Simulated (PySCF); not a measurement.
Magnetic susceptibility: `CS[SiH2]O/C=C\[SiH3]`, C$_{3}$H$_{10}$OSSi$_{2}$

Geometry (Å), atoms numbered from 1 in this order:
```xyz
17

C     3.7890    0.3413    0.1296
S     2.1422    0.4771    0.8904
Si    0.9959    0.0377   -0.8403
O    -0.5137    0.1627   -0.2883
C    -1.6880   -0.0026   -0.9367
C    -2.8364    0.1798   -0.3043
Si   -2.8462    0.6734    1.5128
H     4.5171    0.5309    0.9104
H     3.9271   -0.6575   -0.2703
H     3.8903    1.0798   -0.6584
H     1.2977   -1.3107   -1.3202
H     1.2785    1.0092   -1.8968
H    -1.5985   -0.2874   -1.9806
H    -3.7489    0.0360   -0.8601
H    -2.1710    1.9604    1.6789
H    -4.2533    0.7916    1.9119
H    -2.1888   -0.3601    2.3122
```

Theory: GIAO PBE/pcSseg-1 magnetisability, rotational g tensor and spin-rotation constants, non-relativistic, gas phase in PySCF. Geometry: GFN2-xTB.

Q: How diamagnetic is it, and how anisotropic?

A: Isotropic -1465 × 10⁻³⁰ J/T², or -88.2 × 10⁻⁶ cm³/mol; principal values -1526, -1513, -1357 × 10⁻³⁰ J/T², anisotropy 163 × 10⁻³⁰ J/T² (root of half the summed squared differences of the principal values). The susceptibility is in cgs units.

Q: Split it along the inertial axes a, b, c into diamagnetic and paramagnetic parts about the centre of mass, with the quadrupole moment.

A: 
| axis | χ (10⁻⁶ cm³/mol) | diamagnetic (10⁻⁶ cm³/mol) | paramagnetic (10⁻⁶ cm³/mol) | summed x² of all electrons (Å²) | quadrupole Θ (D Å) |
| --- | --- | --- | --- | --- | --- |
| a | -89.0 | -504.2 | 415.2 | 469.1 | +8.28 |
| b | -83.9 | -2083.3 | 1999.5 | 96.9 | -0.76 |
| c | -91.8 | -2401.2 | 2309.4 | 22.0 | -7.52 |

Anisotropies 2χaa − χbb − χcc = -2.4 and 2χbb − χaa − χcc = +13.1 × 10⁻⁶ cm³/mol. Θ is traceless in Buckingham's convention.

Q: And the rotational g tensor?

A: 
| axis | rotational constant (GHz) | g | nuclear part | electronic part |
| --- | --- | --- | --- | --- |
| a | 3.3409 | -0.0484 | 0.6032 | -0.6517 |
| b | 0.6158 | -0.0089 | 0.5695 | -0.5784 |
| c | 0.5280 | -0.0047 | 0.5682 | -0.5729 |

Asymmetric top; isotopes 12C, 1H, 16O, 32S, 28Si; no vibrational averaging.
